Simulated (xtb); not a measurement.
Cl3OSi (SMILES [O][Si](Cl)(Cl)Cl), doublet, at a GFN2-xTB geometry; xtb with GFN0-xTB.

Input for xtb:
```
$ xtb mol.xyz --gfn 0 --uhf 1 --json

# file mol.xyz
5

O      0.04499171    -0.01008436     1.97947072
Si     0.01040947    -0.00233316     0.45797863
Cl     1.75812921    -0.61413173    -0.47955100
Cl    -0.36011251     1.84200798    -0.41889240
Cl    -1.42776177    -1.22120924    -0.41023111
```

It wrote (shortened):

```
   ID    Z sym.   atoms
    1    8 O      1
    2   14 Si     2
    3   17 Cl     3-5

           -------------------------------------------------
          |                Calculation Setup                |
           -------------------------------------------------

           -------------------------------------------------
          |                 G F N 0 - x T B                 |
           -------------------------------------------------

          ...................................................
          :                      SETUP                      :
          :.................................................:
          :  # basis functions                  44          :
          :  # atomic orbitals                  40          :
          :  # shells                           14          :
          :  # electrons                        31          :
          :  electronic temp.          300.0000000     K    :
          :  accuracy                    1.0000000          :
          :  -> integral cutoff          0.2500000E+02      :
          :  -> integral neglect         0.1000000E-07      :
          ...................................................

         :::::::::::::::::::::::::::::::::::::::::::::::::::::
         ::                     SUMMARY                     ::
         :::::::::::::::::::::::::::::::::::::::::::::::::::::
         :: total energy             -17.947980229279 Eh    ::
         :: gradient norm              0.048494457977 Eh/a0 ::
         :: HOMO-LUMO gap              6.203707207910 eV    ::
         ::.................................................::
         :: H0 energy                -17.889729170201 Eh    ::
         :: repulsion energy           0.054858296371 Eh    ::
         :: electrostat energy        -0.111020048008 Eh    ::
         :: -> Gsolv                   0.000000000000 Eh    ::
         ::    -> Gsasa                0.000000000000 Eh    ::
         ::    -> Gshift               0.000000000000 Eh    ::
         :: dispersion energy         -0.002089307441 Eh    ::
         :: short-range corr.          0.000000000000 Eh    ::
         :: add. restraining           0.000000000000 Eh    ::
         :: total charge               0.000000000000 e     ::
         :::::::::::::::::::::::::::::::::::::::::::::::::::::

           -------------------------------------------------
          |                Property Printout                |
           -------------------------------------------------

    * Orbital Energies and Occupations

         #    Occupation            Energy/Eh            Energy/eV
      -------------------------------------------------------------
         1        2.0000           -0.9725575             -26.4646
       ...           ...                  ...                  ...
         4        2.0000           -0.6736860             -18.3319
         5        2.0000           -0.5416274             -14.7384
         6        2.0000           -0.4785512             -13.0220
         7        2.0000           -0.4785512             -13.0220
         8        2.0000           -0.4770467             -12.9811
         9        2.0000           -0.4660114             -12.6808
        10        2.0000           -0.4660114             -12.6808
        11        2.0000           -0.4511841             -12.2773
        12        1.9999           -0.4470858             -12.1658
        13        1.9999           -0.4470858             -12.1658
        14        1.9998           -0.4456091             -12.1256
        15        1.5002           -0.4377219             -11.9110
        16        1.5002           -0.4377219             -11.9110 (HOMO)
        17                         -0.2097399              -5.7073 (LUMO)
        18                         -0.2097399              -5.7073
        19                         -0.1610995              -4.3837
        20                         -0.1074216              -2.9231
        21                         -0.0779408              -2.1209
        22                         -0.0779408              -2.1209
        23                         -0.0680107              -1.8507
        24                         -0.0680107              -1.8507
        25                         -0.0667248              -1.8157
        26                         -0.0643266              -1.7504
        27                         -0.0642144              -1.7474
       ...                                ...                  ...
        40                          0.5745031              15.6330
      -------------------------------------------------------------
                  HL-Gap            0.2279820 Eh            6.2037 eV
             Fermi-level            0.0000000 Eh            0.0000 eV

     #   Z          covCN         q      C6AA      α(0)
     1   8 O        0.771    -0.433    22.299     6.335
     2  14 Si       3.176     0.785   163.601    26.282
     3  17 Cl       0.816    -0.118   100.765    15.344
     4  17 Cl       0.816    -0.118   100.765    15.344
     5  17 Cl       0.816    -0.118   100.765    15.344

 Mol. C6AA /au·bohr⁶  :       2229.793041
 Mol. C8AA /au·bohr⁸  :     103051.272418
 Mol. α(0) /au        :         78.648205

Wiberg/Mayer (AO) data.
largest (>0.10) Wiberg bond orders for each atom

 ---------------------------------------------------------------------------
     #   Z sym  total        # sym  WBO       # sym  WBO       # sym  WBO
 ---------------------------------------------------------------------------
     1   8 O    1.541 --     2 Si   1.387
     2  14 Si   4.066 --     1 O    1.387     5 Cl   0.893     4 Cl   0.893
                             3 Cl   0.893
     3  17 Cl   1.004 --     2 Si   0.893
     4  17 Cl   1.004 --     2 Si   0.893
     5  17 Cl   1.004 --     2 Si   0.893
 ---------------------------------------------------------------------------

Topologies differ in total number of bonds
Writing topology from bond orders to xtbtopo.mol

 dipole moment from electron density (au)
     X       Y       Z
   0.0101  -0.0023   0.4464  total (Debye):    1.135

           -------------------------------------------------
          | TOTAL ENERGY              -17.947980229279 Eh   |
          | GRADIENT NORM               0.048494457977 Eh/α |
          | HOMO-LUMO GAP               6.203707207910 eV   |
           -------------------------------------------------

normal termination of xtb
```
